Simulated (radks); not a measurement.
Calculated with a radial shooting solver on a logarithmic mesh with Libxc functionals: scalar-relativistic Kohn-Sham, LDA (Slater exchange, VWN5 correlation), spin-polarised, spherical densities, finite nucleus; Fermi nuclear charge, rms radius of each element as measured or else 0.836 A^(1/3) + 0.57 fm. Response by self-consistent Sternheimer equations with the Hartree and adiabatic LDA kernel, the relativistic mass of each level held fixed and spin-orbit coupling left out. Estimate the static dipole polarisabilities of Sr8+ ([Ar] 3d10 4s2) and Ga+ ([Ar] 3d10 4s2) and the C6 coefficients of the three pairs.

Answer. alpha = 1.670 and 16.70 bohr^3; C6 = 2.487 (Sr8+-Sr8+), 12.95 (Sr8+-Ga+), 83.50 (Ga+-Ga+) hartree bohr^6.
